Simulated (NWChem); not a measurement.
System: hexafluoroethane (C$_{2}$F$_{6}$); SMILES FC(C(F)(F)F)(F)F

NWChem input:

```
start job
memory heap 200 mb stack 900 mb global 1100 mb
geometry units angstroms noautoz
  F      0.898014    -0.863234     1.218485
  C      0.000000     0.000000     0.771040
  F      0.298576     1.209320     1.218485
  F     -1.196590    -0.346085     1.218485
  C      0.000000     0.000000    -0.771038
  F      1.194582     0.352955    -1.218483
  F     -0.291623    -1.211016    -1.218483
  F     -0.902959     0.858061    -1.218483
end
basis spherical
  * library 6-31g*
end
dft
  xc b3lyp
  iterations 150
  mulliken
end
task dft gradient
```

Parts of the log:

```
             Northwest Computational Chemistry Package (NWChem) 7.3.0
             --------------------------------------------------------

 C3  symmetry detected

                             Geometry "geometry" -> ""
                             -------------------------

 Output coordinates in angstroms (scale by  1.889725989 to convert to a.u.)

  No.       Tag          Charge          X              Y              Z
 ---- ---------------- ---------- -------------- -------------- --------------
    1 F                    9.0000    -0.48632696     1.14677305    -1.21848400
    2 C                    6.0000     0.00000000    -0.00000000    -0.77103900
    3 F                    9.0000     1.23629807    -0.15221502    -1.21848400
    4 F                    9.0000    -0.74997112    -0.99455803    -1.21848400
    5 C                    6.0000     0.00000000     0.00000000     0.77103900
    6 F                    9.0000     0.75567332     0.99023301     1.21848400
    7 F                    9.0000    -1.23540360     0.15931578     1.21848400
    8 F                    9.0000     0.47973029    -1.14954880     1.21848400

 Effective nuclear repulsion energy (a.u.)     465.0062607023

      Symmetry information
      --------------------

 Group name             C3
 Group number              5
 Group order               3
 No. of unique centers     4

                                 NWChem DFT Module
                                 -----------------

 Summary of "ao basis" -> "ao basis" (spherical)
 ------------------------------------------------------------------------------
       Tag                 Description            Shells   Functions and Types
 ---------------- ------------------------------  ------  ---------------------
 F                           6-31g*                  6       14   3s2p1d
 C                           6-31g*                  6       14   3s2p1d

      Symmetry analysis of basis
      --------------------------

        a          40
        e+         36
        e-         36

  Rotation of axis

            General Information
            -------------------
          SCF calculation type: DFT
          Wavefunction type:  closed shell.
          No. of atoms     :     8
          No. of electrons :    66
           Alpha electrons :    33
            Beta electrons :    33
          Charge           :     0
          Spin multiplicity:     1
          Use of symmetry is: on ; symmetry adaption is: on
          Maximum number of iterations: 150
          AO basis - number of functions:   112
                     number of shells:    48
          Convergence on energy requested:  1.00D-06
          Convergence on density requested:  1.00D-05
          Convergence on gradient requested:  5.00D-04

              XC Information
              --------------
                         B3LYP Method XC Potential
                     Hartree-Fock (Exact) Exchange  0.200
                        Slater Exchange Functional  0.800 local
                    Becke 1988 Exchange Functional  0.720 non-local
              Lee-Yang-Parr Correlation Functional  0.810
                  VWN I RPA Correlation Functional  0.190 local

             Grid Information
             ----------------
          Grid used for XC integration:  medium
          Radial quadrature: Mura-Knowles
          Angular quadrature: Lebedev.
          Tag              B.-S. Rad. Rad. Pts. Rad. Cut. Ang. Pts.
          ---              ---------- --------- --------- ---------
          F                   0.50       49           8.0       434
          C                   0.70       49           6.0       434
          Grid pruning is: on
          Number of quadrature shells:   196
          Spatial weights used:  Erf1

      Superposition of Atomic Density Guess
      -------------------------------------

 Sum of atomic energies:        -671.55450043

      Non-variational initial energy
      ------------------------------

 Total energy =    -673.952871
 1-e energy   =   -1864.348178
 2-e energy   =     725.389046
 HOMO         =      -0.370885
 LUMO         =       0.264934

      Symmetry analysis of molecular orbitals - initial
      -------------------------------------------------

  Numbering of irreducible representations:

     1 a           2 e+          3 e-

  Orbital symmetries:

     1 a           2 a           3 e+          4 e+          5 e+
     6 e+          7 a           8 a           9 a          10 a
    11 e+         12 e+         13 e+         14 e+         15 a
    16 a          17 a          18 e+         19 e+         20 e+
    21 e+         22 a          23 e+         24 e+         25 e+
    26 e+         27 e+         28 e+         29 e+         30 e+
    31 a          32 a          33 a          34 e+         35 e+
    36 a          37 a          38 a          39 e+         40 e+
    41 a          42 a          43 e+

     ---------------------------------------------
      Total Density - Mulliken Population Analysis
     ---------------------------------------------

    Atom       Charge   Shell Charges
 -----------   ------   -------------------------------------------------------
    1 F    9     9.49   2.00  0.94  3.42  1.02  2.11  0.01
    2 C    6     4.52   2.00  0.63  1.25  0.23  0.29  0.13
    3 F    9     9.49   2.00  0.94  3.42  1.02  2.11  0.01
    4 F    9     9.49   2.00  0.94  3.42  1.02  2.11  0.01
    5 C    6     4.52   2.00  0.63  1.25  0.23  0.29  0.13
    6 F    9     9.49   2.00  0.94  3.42  1.02  2.11  0.01
    7 F    9     9.49   2.00  0.94  3.42  1.02  2.11  0.01
    8 F    9     9.49   2.00  0.94  3.42  1.02  2.11  0.01

   convergence    iter        energy       DeltaE   RMS-Dens  Diis-err
 ---------------- ----- ----------------- --------- --------- ---------
 d= 0,ls=0.0,diis     1   -674.9275871594 -1.14D+03  1.87D-02  3.10D+00
 d= 0,ls=0.0,diis     2   -674.6006557471  3.27D-01  1.03D-02  7.84D+00
 d= 0,ls=0.0,diis     3   -675.2433925639 -6.43D-01  1.15D-03  5.11D-02
 d= 0,ls=0.0,diis     4   -675.2467135861 -3.32D-03  3.20D-04  6.68D-03
 d= 0,ls=0.0,diis     5   -675.2472193481 -5.06D-04  1.79D-05  9.73D-06
 d= 0,ls=0.0,diis     6   -675.2472202768 -9.29D-07  3.36D-06  2.83D-07

         Total DFT energy =     -675.247220276842
      One electron energy =    -1863.265840919706
           Coulomb energy =      796.802959203765
    Exchange-Corr. energy =      -73.790599263219
 Nuclear repulsion energy =      465.006260702319

 Numeric. integr. density =       66.000006481259

                  Occupations of the irreducible representations
                  ----------------------------------------------

                     irrep           alpha         beta
                     --------     --------     --------
                     a                13.0         13.0
                     e+               20.0         20.0
                     e-                0.0          0.0

                       DFT Final Molecular Orbital Analysis
                       ------------------------------------

 Vector   31  Occ=2.000000D+00  E=-4.317966D-01  Symmetry=a
              MO Center= -1.7D-14, -2.9D-14, -5.4D-06, r^2= 3.4D+00
   Bfn.  Coefficient  Atom+Function         Bfn.  Coefficient  Atom+Function
  ----- ------------  ---------------      ----- ------------  ---------------
    32     -0.284436  3 F  py                88     -0.284207  7 F  py
     3      0.263794  1 F  px               101      0.264501  8 F  px
    45     -0.228864  4 F  px                73     -0.227760  6 F  px
    36     -0.194605  3 F  py                92     -0.194449  7 F  py
     7      0.180485  1 F  px               105      0.180964  8 F  px

 Vector   32  Occ=2.000000D+00  E=-4.248299D-01  Symmetry=a
              MO Center=  2.9D-15, -3.2D-14,  5.5D-06, r^2= 3.4D+00
   Bfn.  Coefficient  Atom+Function         Bfn.  Coefficient  Atom+Function
  ----- ------------  ---------------      ----- ------------  ---------------
    32     -0.287862  3 F  py                88      0.287672  7 F  py
     3      0.267051  1 F  px               101     -0.267646  8 F  px
    45     -0.231541  4 F  px                73      0.230616  6 F  px
    36     -0.192701  3 F  py                92      0.192574  7 F  py
     7      0.178769  1 F  px               105     -0.179168  8 F  px

 Vector   33  Occ=2.000000D+00  E=-3.835636D-01  Symmetry=a
              MO Center= -1.5D-15, -9.0D-17, -2.9D-07, r^2= 2.7D+00
   Bfn.  Coefficient  Atom+Function         Bfn.  Coefficient  Atom+Function
  ----- ------------  ---------------      ----- ------------  ---------------
    19      0.294378  2 C  pz                61     -0.294378  5 C  pz
     5     -0.243429  1 F  pz                33     -0.243429  3 F  pz
    47     -0.243429  4 F  pz                75      0.243429  6 F  pz
    89      0.243429  7 F  pz               103      0.243429  8 F  pz
    20      0.189502  2 C  s                 62      0.189501  5 C  s

[...]

                         DFT ENERGY GRADIENTS

    atom               coordinates                        gradient
                 x          y          z           x          y          z
   1 F      -0.919025   2.167087  -2.302601    0.005737  -0.013555   0.004995
   2 C       0.000000  -0.000000  -1.457052    0.000000   0.000000  -0.011619
   3 F       2.336265  -0.287645  -2.302601   -0.014608   0.001809   0.004995
   4 F      -1.417240  -1.879442  -2.302601    0.008871   0.011746   0.004995
   5 C       0.000000   0.000000   1.457052    0.000000   0.000000   0.011618
   6 F       1.428016   1.871269   2.302601   -0.008916  -0.011711  -0.004994
   7 F      -2.334574   0.301063   2.302601    0.014600  -0.001866  -0.004994
   8 F       0.906559  -2.172332   2.302601   -0.005684   0.013577  -0.004994
```

Level: B3LYP/6-31G* (spherical d). All runs use the structure optimised with PBE0/def2-SVP.
